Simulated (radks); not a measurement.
Species: La48+. Configuration: [He] 2s2 2p5.

Calculated with a radial shooting solver on a logarithmic mesh with Libxc functionals: scalar-relativistic Kohn-Sham, LDA (Slater exchange, VWN5 correlation), spin-polarised, spherical densities, finite nucleus; open shells are filled with parallel spins first (spin-orbit coupling, left out, can overturn this in heavy ions); Fermi nuclear charge, rms radius 4.855 fm.

Energy parts (hartree):
total: -5923.2735
kinetic: 6366.0956
electron-nucleus: -12697.5460
Hartree: 492.1632
exchange-correlation: -83.9863

Orbitals (lengths in bohr, moments of r in powers of bohr):
orbital  occ.  eigenvalue (hartree)  <1/r>
1s up       1             -1558.107  62.01
1s down     1             -1557.643  62.02
2s up       1             -350.1459  14.66
2s down     1             -349.5186  14.65
2p up       3             -328.9744  13.89
2p down     2             -328.2253  13.88

The highest occupied level is 2p down at -8931.5 eV. The spin density at the nucleus is -23.36 e/bohr^3 (1s -64.06, 2s 40.69). Summed over all electrons, <r^2> = 0.07823 bohr^2, which gives a Langevin (diamagnetic) susceptibility term of -0.062 x 10^-6 cm^3/mol. For comparison, the ionisation energy in NIST's Atomic Spectra Database is 8914 eV (theoretical). In exact Kohn-Sham theory the highest level is minus the ionisation energy, but local and semilocal functionals leave it too shallow, through self-interaction and a potential that decays too fast; potentials with the right tail come closer. The electron density at the nucleus is 3.561e+05 e/bohr^3 (large components only). The density falls to 0.001 e/bohr^3 at r = 0.40 bohr.
